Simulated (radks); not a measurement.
Valence configurations of Be I (all share [He]). Calculated with a radial shooting solver on a logarithmic mesh with Libxc functionals: non-relativistic Kohn-Sham, r2SCAN, spin-polarised, spherical densities, point nucleus; open shells are filled with parallel spins first; meta-GGA in the generalised Kohn-Sham scheme. Energies are relative to 2s2; eigenvalues in eV for spin up.

[
 {"valence": "2s2", "E (eV)": "0.000", "moment (Bohr magnetons)": "0", "e(2p)": "-", "e(2s)": "-5.746"},
 {"valence": "2s1.5 2p0.5", "E (eV)": "1.612", "moment (Bohr magnetons)": "1", "e(2p)": "-2.584", "e(2s)": "-6.730"},
 {"valence": "2s1 2p1", "E (eV)": "2.381", "moment (Bohr magnetons)": "2", "e(2p)": "-3.026", "e(2s)": "-7.217"},
 {"valence": "2s0.5 2p1.5", "E (eV)": "4.469", "moment (Bohr magnetons)": "2", "e(2p)": "-3.259", "e(2s)": "-7.412"},
 {"valence": "2p2", "E (eV)": "6.528", "moment (Bohr magnetons)": "2", "e(2p)": "-3.460", "e(2s)": "-"}
]

NIST lists [He] 2s2 as the ground configuration; this level of theory agrees among the configurations tried. The energies are those of spherical high-spin densities, not of single terms.
